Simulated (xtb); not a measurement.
xtb input (GFN1-xTB):

```bash
xtb mol.xyz --gfn 1 --sp --chrg 0 --uhf 0
```
mol.xyz:
```
18

C      2.38556302     0.22893353     0.20729859
Si     0.74265081    -0.31921267    -0.51581378
C     -0.46411527     1.10474831    -0.84829045
C     -1.49216021     0.97946809     0.29767273
C     -1.73578863    -0.51202045     0.57534571
C     -0.36905468    -1.21365458     0.73281269
H      2.96704288     0.80106463    -0.51868127
H      2.98739478    -0.62925859     0.51452502
H      2.22873672     0.85975645     1.08542191
H      1.00009993    -1.13259516    -1.73462237
H     -0.95829778     0.95463095    -1.81205757
H      0.00357235     2.08997162    -0.88026474
H     -2.42587001     1.49853275     0.06837992
H     -1.08744384     1.44580157     1.20221748
H     -2.37236622    -0.65411023     1.45198844
H     -2.27028600    -0.94623481    -0.27580994
H     -0.43732201    -2.29231277     0.58878112
H      0.02096254    -1.05111851     1.74247954
```

End of the output:

```
         :::::::::::::::::::::::::::::::::::::::::::::::::::::
         ::                     SUMMARY                     ::
         :::::::::::::::::::::::::::::::::::::::::::::::::::::
         :: total energy             -18.892544377873 Eh    ::
         :: gradient norm              0.030105192090 Eh/a0 ::
         :: HOMO-LUMO gap              6.625821343952 eV    ::
         ::.................................................::
         :: SCC energy               -19.142264385557 Eh    ::
         :: -> electrostatic           0.002935420255 Eh    ::
         :: repulsion energy           0.257108446281 Eh    ::
         :: dispersion energy         -0.007388438597 Eh    ::
         :: halogen bond corr.         0.000000000000 Eh    ::
         :: add. restraining           0.000000000000 Eh    ::
         :: total charge               0.000000000000 e     ::
         :::::::::::::::::::::::::::::::::::::::::::::::::::::

           -------------------------------------------------
          |                Property Printout                |
           -------------------------------------------------

    * Orbital Energies and Occupations

         #    Occupation            Energy/Eh            Energy/eV
      -------------------------------------------------------------
         1        2.0000           -0.6543887             -17.8068
       ...           ...                  ...                  ...
         6        2.0000           -0.5667348             -15.4216
         7        2.0000           -0.5457117             -14.8496
         8        2.0000           -0.5347804             -14.5521
         9        2.0000           -0.5224845             -14.2175
        10        2.0000           -0.5147294             -14.0065
        11        2.0000           -0.5124297             -13.9439
        12        2.0000           -0.4884399             -13.2911
        13        2.0000           -0.4748191             -12.9205
        14        2.0000           -0.4734070             -12.8821
        15        2.0000           -0.4598494             -12.5131
        16        2.0000           -0.4445965             -12.0981
        17        2.0000           -0.4287584             -11.6671
        18        2.0000           -0.4176039             -11.3636 (HOMO)
        19                         -0.1741094              -4.7378 (LUMO)
        20                         -0.1646067              -4.4792
        21                         -0.1396119              -3.7990
        22                         -0.1197559              -3.2587
        23                         -0.1042875              -2.8378
        24                         -0.0942738              -2.5653
        25                         -0.0897552              -2.4424
        26                         -0.0845355              -2.3003
        27                         -0.0766704              -2.0863
        28                         -0.0626676              -1.7053
        29                         -0.0527463              -1.4353
       ...                                ...                  ...
        53                          1.2783609              34.7860
      -------------------------------------------------------------
                  HL-Gap            0.2434945 Eh            6.6258 eV
             Fermi-level           -0.2958566 Eh           -8.0507 eV

  Mulliken/CM5 charges         n(s)   n(p)   n(d)
     1C    -0.19205 -0.30057   1.004  3.188  0.000
     2Si    0.23711 -0.00279   1.286  1.839  0.638
     3C    -0.15673 -0.22631   1.021  3.135  0.000
     4C    -0.02883 -0.13262   1.028  3.001  0.000
     5C    -0.02901 -0.13289   1.028  3.001  0.000
     6C    -0.15662 -0.22617   1.022  3.135  0.000
     7H     0.05261  0.10693   0.947  0.000  0.000
     8H     0.05271  0.10704   0.947  0.000  0.000
     9H     0.05317  0.10784   0.947  0.000  0.000
    10H    -0.07135  0.00990   1.071  0.000  0.000
    11H     0.04175  0.09974   0.958  0.000  0.000
    12H     0.03857  0.09548   0.961  0.000  0.000
    13H     0.01850  0.07267   0.982  0.000  0.000
    14H     0.01993  0.07617   0.980  0.000  0.000
    15H     0.01820  0.07237   0.982  0.000  0.000
    16H     0.02145  0.07762   0.979  0.000  0.000
    17H     0.04003  0.09677   0.960  0.000  0.000
    18H     0.04055  0.09881   0.959  0.000  0.000

Wiberg/Mayer (AO) data.
largest (>0.10) Wiberg bond orders for each atom

 ---------------------------------------------------------------------------
     #   Z sym  total        # sym  WBO       # sym  WBO       # sym  WBO
 ---------------------------------------------------------------------------
     1   6 C    3.952 --     2 Si   1.058     7 H    0.940     8 H    0.939
                             9 H    0.937
     2  14 Si   4.432 --     1 C    1.058     6 C    1.009     3 C    1.008
                            10 H    0.920
     3   6 C    3.956 --     2 Si   1.008     4 C    0.973    12 H    0.947
                            11 H    0.939
     4   6 C    3.998 --     5 C    1.002    14 H    0.979    13 H    0.978
                             3 C    0.973
     5   6 C    3.998 --     4 C    1.002    16 H    0.979    15 H    0.979
                             6 C    0.975
     6   6 C    3.956 --     2 Si   1.009     5 C    0.975    17 H    0.947
                            18 H    0.937
     7   1 H    0.998 --     1 C    0.940
     8   1 H    0.998 --     1 C    0.939
     9   1 H    0.999 --     1 C    0.937
    10   1 H    0.993 --     2 Si   0.920
    11   1 H    1.002 --     3 C    0.939
    12   1 H    1.002 --     3 C    0.947
    13   1 H    1.009 --     4 C    0.978
    14   1 H    1.005 --     4 C    0.979
    15   1 H    1.009 --     5 C    0.979
    16   1 H    1.005 --     5 C    0.979
    17   1 H    1.002 --     6 C    0.947
    18   1 H    1.002 --     6 C    0.937
 ---------------------------------------------------------------------------

Topologies differ in total number of bonds
Writing topology from bond orders to xtbtopo.mol

 dipole moment from electron density (au)
     X       Y       Z
   0.0937   0.1770   0.2641  total (Debye):    0.842

           -------------------------------------------------
          | TOTAL ENERGY              -18.892544377873 Eh   |
          | GRADIENT NORM               0.030105192090 Eh/α |
          | HOMO-LUMO GAP               6.625821343952 eV   |
           -------------------------------------------------

------------------------------------------------------------------------
Note: The following floating-point exceptions are signalling: IEEE_DENORMAL
normal termination of xtb
------------------------------------------------------------------------
 total:
 SCF:
```
